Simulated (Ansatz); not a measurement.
Computed with Ansatz on PBE0-D4/def2-TZVP structures; ΔE is electronic, products minus reactants. CCSD(T)/CBS adds triple-zeta CCSD(T) − MP2 to the extrapolated MP2 energy (def2 sets, frozen cores). This one scheme is used for every species. Functionals use def2-TZVPP. B3LYP here is the variant with VWN-RPA as its local correlation; programs differ in this. One conformer a species, not always the lowest.

Reaction (ligand exchange at the Si–N bond): `BN(CC)[SiH2]Cl` + HCl → `Cl[SiH2]Cl` + `BNCC`

```csv
level,ΔE (kJ/mol),difference from CCSD(T)/CBS
PBE-D4,-54.8,-8.2
r2SCAN-D4,-54.6,-8.0
PBE0-D4,-53.6,-7.0
B3LYP-D4,-49.2,-2.6
ωB97X-V,-50.7,-4.1
ωB97M-V,-50.4,-3.8
B2PLYP,-54.8,-8.2
PBE,-63.4,-16.8
r2SCAN,-57.4,-10.8
PBE0,-61.3,-14.7
B3LYP,-62.4,-15.8
HF/def2-TZVPP,-60.0,-13.4
MP2/def2-TZVPP,-43.5,3.1
SCS-MP2/def2-TZVPP,-45.2,1.4
CCSD/def2-TZVPP,-44.8,1.8
CCSD(T)/def2-TZVPP,-42.7,3.9
HF/def2-QZVPP,-59.7,-13.1
MP2/def2-QZVPP,-45.7,0.9
SCS-MP2/def2-QZVPP,-47.4,-0.8
HF/CBS(def2),-59.6,-13.0
MP2/CBS(def2),-47.5,-0.9
CCSD/CBS(def2),-48.7,-2.1
CCSD(T)/CBS,-46.6,0
```

Largest T1 diagnostic among the species: 0.012.

In def2-TZVPP, CCSD(T) changes the Hartree–Fock value by +17.4 kJ/mol (the triples alone add +2.1 kJ/mol) and MP2 by +16.5 kJ/mol. The D4 term adds +13.2 kJ/mol with B3LYP and +7.7 kJ/mol with PBE0; it sums over pairs of atoms, weighted by their polarisabilities, and B3LYP, whose exchange is more repulsive, gets the larger term.
